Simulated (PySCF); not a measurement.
C6H8, SMILES C=C[C@H](C#C)C.

The structure is a stationary point at PBE0-D3(BJ)/def2-SVP. The structure was generated by enumeration; whether it is a known compound was not checked. Other conformers were not sampled.

Two levels are set side by side: TDA-PBE/def2-SVPD (PySCF) and TDA-LC-ωPBE/def2-SVPD (PySCF). Vertical, same geometry. The lowest singlet is HOMO−1→LUMO 94 % with PBE and HOMO−1→LUMO+6 24 %, HOMO−1→LUMO 17 %, HOMO→LUMO+5 7 %, HOMO−2→LUMO+5 7 % with the other functional; states are paired by order. Differences are taken from unrounded values.

| quantity | TDA-LC-ωPBE | TDA-PBE | TDA-PBE minus TDA-LC-ωPBE |
|---|---|---|---|
| lowest singlet excitation (eV) | 6.60 | 5.51 | -1.09 |
| lowest triplet excitation (TDA) (eV) | 4.24 | 4.46 | 0.22 |

A lower first singlet is the usual sign of a functional without exact exchange. Differences between two approximate levels are no errors against the true value.

Rough cost on one machine, each run with all the roots and properties that it gave: TDA-LC-ωPBE against TDA-PBE about 3 times.
